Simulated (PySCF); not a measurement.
Record of a relaxation.

Species: trans-Sn(PH3)2Cl4.
Bonds: Sn1–P2, Sn1–P6, Sn1–Cl10, Sn1–Cl11, Sn1–Cl12, Sn1–Cl13. Hydrogens: H3, H4, H5 on P2; H7, H8, H9 on P6.

Method: PBE0-D3(BJ)/def2-SVP geometry optimisation, gas phase, def2 core potentials past Kr in PySCF; density fitting, grid level 1; the optimiser is geomeTRIC in internal coordinates, started from a GFN1-xTB structure with every atom displaced at random (about 0.03 Å). 12 of its 16 geometries are shown. The frame can shift and turn from step to step; on so coarse a grid that alone can change the energy by a few meV, and forces under 0.02 eV/Å are noise.

Step 0: E = -74556.2407 eV, largest atomic force 2.593 eV/Å
```
atom  x, y, z in Å  |  force x, y, z in eV/Å
Sn1     0.586    0.173    0.009   -2.001   1.592  -0.432
P2     -0.156   -0.006    2.508    1.145   0.509   0.458
H3     -0.478    0.979    3.432    0.006   0.769   0.468
H4      0.719   -0.809    3.287   -0.158   0.064  -0.068
H5     -1.336   -0.680    2.531   -1.073  -0.771  -0.070
P6     -0.078   -0.079   -2.531    2.143  -0.329   0.553
H7      0.796   -0.227   -3.628    0.367  -0.124  -0.200
H8     -0.800    0.944   -2.995   -1.116   1.647  -0.496
H9     -0.895   -1.136   -2.707   -0.910  -1.330  -0.203
Cl10    2.881    0.083   -0.047    0.976  -0.141   0.004
Cl11   -1.971    0.169   -0.459    0.316   0.150   0.539
Cl12    0.514    2.632   -0.029    0.046  -0.836  -0.037
Cl13    0.249   -2.095    0.652    0.258  -1.201  -0.516
```

Step 1: E = -74556.6334 eV, largest atomic force 2.026 eV/Å
```
atom  x, y, z in Å  |  force x, y, z in eV/Å
Sn1     0.555    0.165    0.006   -1.846   0.832  -0.071
P2     -0.166    0.026    2.538    0.537   0.214   0.369
H3     -0.465    1.058    3.447    0.097   0.361   0.088
H4      0.701   -0.770    3.326   -0.118  -0.030   0.051
H5     -1.375   -0.652    2.579   -0.412  -0.428  -0.039
P6     -0.040   -0.092   -2.559    0.972  -0.058   0.102
H7      0.881   -0.229   -3.631    0.137  -0.067   0.026
H8     -0.783    0.963   -3.040   -0.532   0.648  -0.172
H9     -0.858   -1.186   -2.767   -0.429  -0.541  -0.081
Cl10    2.868    0.057   -0.192    0.581  -0.074   0.035
Cl11   -2.012    0.181   -0.300    0.630   0.092   0.111
Cl12    0.464    2.596    0.099    0.136  -0.565  -0.133
Cl13    0.259   -2.171    0.515    0.247  -0.384  -0.286
```

Step 3: E = -74556.9185 eV, largest atomic force 0.388 eV/Å
```
atom  x, y, z in Å  |  force x, y, z in eV/Å
Sn1     0.373    0.149    0.000   -0.260  -0.288   0.013
P2     -0.137    0.020    2.661   -0.042  -0.099  -0.048
H3     -0.334    1.153    3.497   -0.025  -0.103  -0.050
H4      0.751   -0.752    3.447    0.012   0.027   0.023
H5     -1.348   -0.707    2.831    0.179   0.179   0.013
P6      0.007   -0.059   -2.646   -0.093   0.022  -0.125
H7      1.036   -0.172   -3.623   -0.090   0.013   0.053
H8     -0.765    1.027   -3.156    0.153  -0.271   0.057
H9     -0.803   -1.190   -2.946    0.119   0.218  -0.007
Cl10    2.753   -0.004   -0.121   -0.119   0.050   0.068
Cl11   -2.056    0.204   -0.270   -0.047   0.013   0.057
Cl12    0.366    2.517    0.021    0.144   0.236  -0.003
Cl13    0.187   -2.239    0.328    0.068   0.001  -0.051
```

Step 4: E = -74556.9515 eV, largest atomic force 0.228 eV/Å
```
atom  x, y, z in Å  |  force x, y, z in eV/Å
Sn1     0.309    0.128    0.001   -0.223  -0.047   0.009
P2     -0.119    0.020    2.674    0.042  -0.095  -0.098
H3     -0.291    1.165    3.491   -0.020  -0.019  -0.017
H4      0.787   -0.738    3.453    0.026   0.020  -0.002
H5     -1.321   -0.692    2.902    0.024   0.068   0.026
P6      0.019   -0.055   -2.666   -0.040   0.011   0.038
H7      1.072   -0.156   -3.611   -0.008   0.015   0.022
H8     -0.741    1.018   -3.195    0.050  -0.088  -0.007
H9     -0.774   -1.176   -3.011    0.024   0.063  -0.016
Cl10    2.690    0.000   -0.078   -0.029  -0.025   0.049
Cl11   -2.119    0.181   -0.252    0.113   0.083   0.039
Cl12    0.383    2.519    0.034   -0.018  -0.047  -0.023
Cl13    0.136   -2.267    0.278    0.059   0.061  -0.019
```

Step 5: E = -74556.9687 eV, largest atomic force 0.116 eV/Å
```
atom  x, y, z in Å  |  force x, y, z in eV/Å
Sn1     0.231    0.101    0.004    0.041   0.047  -0.004
P2     -0.089    0.017    2.677    0.051  -0.079  -0.069
H3     -0.228    1.182    3.466   -0.004   0.045   0.008
H4      0.851   -0.718    3.438    0.030   0.014  -0.028
H5     -1.277   -0.675    2.987   -0.079  -0.021   0.047
P6      0.026   -0.044   -2.676    0.012  -0.017   0.113
H7      1.115   -0.127   -3.575    0.052   0.006  -0.004
H8     -0.714    1.019   -3.232   -0.026   0.073  -0.044
H9     -0.746   -1.153   -3.082   -0.035  -0.067  -0.030
Cl10    2.611   -0.056    0.001    0.054   0.048   0.016
Cl11   -2.171    0.201   -0.233   -0.048   0.012   0.019
Cl12    0.328    2.497    0.017    0.015  -0.068  -0.024
Cl13    0.096   -2.296    0.228   -0.062   0.007   0.001
```

Step 7: E = -74556.9782 eV, largest atomic force 0.108 eV/Å
```
atom  x, y, z in Å  |  force x, y, z in eV/Å
Sn1     0.166    0.072    0.007    0.053   0.085  -0.042
P2     -0.069    0.007    2.671   -0.092  -0.014   0.040
H3     -0.164    1.198    3.431    0.021   0.002  -0.006
H4      0.922   -0.704    3.388    0.013   0.006  -0.025
H5     -1.243   -0.668    3.080    0.018   0.002   0.010
P6      0.028   -0.037   -2.670   -0.041  -0.062  -0.025
H7      1.168   -0.104   -3.510    0.009   0.001   0.019
H8     -0.679    1.040   -3.251    0.015   0.017   0.017
H9     -0.723   -1.138   -3.143    0.018  -0.001  -0.006
Cl10    2.554   -0.080    0.081   -0.013  -0.024   0.003
Cl11   -2.236    0.218   -0.219    0.032  -0.008   0.023
Cl12    0.309    2.463   -0.060   -0.006   0.004   0.002
Cl13   -0.003   -2.320    0.217   -0.026  -0.006  -0.011
```

Step 8: E = -74556.9808 eV, largest atomic force 0.109 eV/Å
```
atom  x, y, z in Å  |  force x, y, z in eV/Å
Sn1     0.142    0.062    0.005    0.039   0.101  -0.016
P2     -0.077    0.010    2.668   -0.063   0.018   0.040
H3     -0.140    1.214    3.411    0.015  -0.011  -0.005
H4      0.946   -0.687    3.351   -0.004  -0.005   0.003
H5     -1.236   -0.657    3.131    0.037   0.003  -0.006
P6      0.031   -0.044   -2.666   -0.028  -0.052  -0.058
H7      1.199   -0.108   -3.466   -0.005   0.002   0.012
H8     -0.651    1.045   -3.257    0.019  -0.014   0.021
H9     -0.706   -1.141   -3.175    0.023   0.026   0.008
Cl10    2.530   -0.112    0.107   -0.037  -0.021   0.002
Cl11   -2.254    0.241   -0.205   -0.013  -0.015   0.002
Cl12    0.305    2.453   -0.085    0.022  -0.011   0.001
Cl13   -0.059   -2.327    0.205   -0.006  -0.019  -0.005
```

Step 10: E = -74556.9817 eV, largest atomic force 0.058 eV/Å
```
atom  x, y, z in Å  |  force x, y, z in eV/Å
Sn1     0.114    0.053    0.002   -0.055   0.010   0.013
P2     -0.104    0.038    2.673    0.045   0.011  -0.022
H3     -0.126    1.256    3.394   -0.011   0.001   0.011
H4      0.942   -0.650    3.331   -0.013  -0.004   0.010
H5     -1.244   -0.617    3.193   -0.010   0.002  -0.005
P6      0.049   -0.072   -2.672    0.028  -0.008   0.015
H7      1.250   -0.134   -3.420   -0.002  -0.001  -0.009
H8     -0.598    1.031   -3.275   -0.001  -0.011  -0.004
H9     -0.671   -1.159   -3.219   -0.006   0.001  -0.003
Cl10    2.492   -0.172    0.153    0.004  -0.005   0.002
Cl11   -2.278    0.268   -0.210    0.007   0.005  -0.009
Cl12    0.333    2.437   -0.132    0.014  -0.010  -0.005
Cl13   -0.129   -2.333    0.203    0.000   0.010   0.006
```

Step 11: E = -74556.9815 eV, largest atomic force 0.067 eV/Å
```
atom  x, y, z in Å  |  force x, y, z in eV/Å
Sn1     0.107    0.052    0.001   -0.060  -0.025   0.013
P2     -0.119    0.061    2.676    0.061  -0.003  -0.028
H3     -0.134    1.283    3.391   -0.014   0.007   0.009
H4      0.923   -0.628    3.338   -0.009   0.001   0.004
H5     -1.259   -0.587    3.204   -0.026   0.004  -0.006
P6      0.064   -0.092   -2.675    0.041   0.003   0.038
H7      1.273   -0.158   -3.408    0.001  -0.004  -0.011
H8     -0.572    1.012   -3.286   -0.008  -0.002  -0.012
H9     -0.654   -1.177   -3.229   -0.013  -0.013  -0.007
Cl10    2.480   -0.197    0.176    0.020   0.001   0.002
Cl11   -2.281    0.281   -0.223    0.009   0.015  -0.007
Cl12    0.356    2.430   -0.161    0.002  -0.002  -0.004
Cl13   -0.155   -2.332    0.217   -0.003   0.017   0.009
```

Step 12: E = -74556.9817 eV, largest atomic force 0.051 eV/Å
```
atom  x, y, z in Å  |  force x, y, z in eV/Å
Sn1     0.109    0.053    0.002   -0.037  -0.025   0.006
P2     -0.128    0.079    2.676    0.048  -0.010  -0.014
H3     -0.145    1.299    3.393   -0.012   0.009   0.002
H4      0.904   -0.615    3.350   -0.005   0.002  -0.003
H5     -1.275   -0.565    3.194   -0.024   0.006  -0.007
P6      0.074   -0.108   -2.674    0.036   0.001   0.032
H7      1.283   -0.180   -3.409    0.003  -0.004  -0.006
H8     -0.559    0.994   -3.292   -0.009   0.002  -0.011
H9     -0.646   -1.193   -3.224   -0.012  -0.015  -0.005
Cl10    2.481   -0.205    0.186    0.018   0.001   0.003
Cl11   -2.276    0.289   -0.234    0.004   0.017  -0.004
Cl12    0.371    2.428   -0.178   -0.004   0.003  -0.002
Cl13   -0.162   -2.327    0.235   -0.005   0.013   0.009
```

Step 14: E = -74556.9820 eV, largest atomic force 0.027 eV/Å
```
atom  x, y, z in Å  |  force x, y, z in eV/Å
Sn1     0.112    0.053    0.003   -0.013   0.001   0.002
P2     -0.132    0.087    2.673    0.027  -0.005   0.001
H3     -0.153    1.308    3.391   -0.011   0.005  -0.003
H4      0.895   -0.608    3.353   -0.007  -0.003  -0.001
H5     -1.285   -0.554    3.182   -0.007   0.010  -0.006
P6      0.080   -0.117   -2.672    0.020  -0.007   0.004
H7      1.287   -0.194   -3.409    0.002  -0.005   0.000
H8     -0.552    0.983   -3.295   -0.004  -0.005  -0.002
H9     -0.643   -1.203   -3.217   -0.002  -0.002   0.002
Cl10    2.484   -0.206    0.191    0.003  -0.001   0.001
Cl11   -2.272    0.296   -0.240    0.000   0.009  -0.003
Cl12    0.376    2.427   -0.187    0.000   0.002  -0.001
Cl13   -0.165   -2.324    0.248   -0.006   0.003   0.005
```

Step 15: E = -74556.9822 eV, largest atomic force 0.023 eV/Å
```
atom  x, y, z in Å  |  force x, y, z in eV/Å
Sn1     0.113    0.054    0.003   -0.009   0.010   0.001
P2     -0.135    0.093    2.672    0.022  -0.004   0.002
H3     -0.157    1.314    3.389   -0.009   0.005  -0.004
H4      0.888   -0.603    3.356   -0.008  -0.004   0.001
H5     -1.291   -0.547    3.176   -0.005   0.009  -0.004
P6      0.084   -0.123   -2.671    0.015  -0.008  -0.001
H7      1.290   -0.203   -3.408    0.002  -0.005   0.001
H8     -0.548    0.976   -3.297   -0.003  -0.006  -0.001
H9     -0.640   -1.210   -3.213   -0.001  -0.001   0.003
Cl10    2.485   -0.208    0.193   -0.001  -0.002   0.001
Cl11   -2.270    0.300   -0.244    0.000   0.005  -0.003
Cl12    0.379    2.427   -0.190    0.001   0.000  -0.001
Cl13   -0.167   -2.322    0.255   -0.005   0.001   0.004
```

**Question.** Summarise the path.

**Answer.** The energy falls by 0.7415 eV from step 0 to step 15; nine tenths of that is first reached at step 3. It rises by more than 0.2 meV at step 11. The largest force goes from 2.593 to 0.023 eV/Å. Among the bonds Sn1–Cl11 changes most, from 2.599 to 2.409 Å; the atoms move by 0.443 Å rms after alignment.

What follows is the cost of the whole optimisation. The run took 4.3 min wall on one thread, Arm Neoverse V2 (aarch64) (shared host), and the process peaked at 0.75 GiB of memory.
